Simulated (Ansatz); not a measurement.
The cluster Nb3O5, relaxed as a doublet with UKS PBE0-D4/def2-SVP in Ansatz, starting from the GFN1-xTB geometry. Force threshold 0.02 eV/Å.

In the def2 sets Nb takes a core potential; there is no spin–orbit coupling. The structure comes from a short search, and lower isomers may exist.

Start:

```xyz
8

Nb   -0.473   -1.492   -0.240
Nb    0.971    0.740   -1.029
Nb   -0.027    0.655    1.457
O     1.127    2.311   -1.602
O    -0.354    2.189    2.058
O    -0.248   -1.158    1.511
O     0.897   -1.062   -1.320
O    -1.892   -2.182   -0.836
```

**Question.** Estimate the energy that the relaxation releases and the steps that it takes.

**Answer.** 283.6 kJ/mol, in 22 steps; 4.7 min on 2 threads of AMD EPYC 7R13 on a shared host. No frequencies were taken in this run, so the end may be a saddle point.

**Question.** Does the start keep its bonding and symmetry?

**Answer.** By distances, no bond broke or formed. The bond that changes most is Nb2–O7, from 1.83 to 1.96 Å (atoms count from 1).

**Question.** Predict the relaxed structure.

**Answer.** 
| atom | x (Å) | y (Å) | z (Å) |
| --- | --- | --- | --- |
| Nb1 | -0.367 | -1.518 | -0.239 |
| Nb2 | 1.269 | 0.702 | -0.855 |
| Nb3 | 0.443 | 0.629 | 1.764 |
| O4 | 0.393 | 1.906 | -1.651 |
| O5 | -0.682 | 1.879 | 1.675 |
| O6 | -0.284 | -1.148 | 1.645 |
| O7 | 1.117 | -1.179 | -1.389 |
| O8 | -1.889 | -1.271 | -0.950 |
Bond lengths (bridged metal pairs left out): 7 × Nb–O 1.68 to 1.96 Å; 1 × Nb–Nb 2.75 Å.
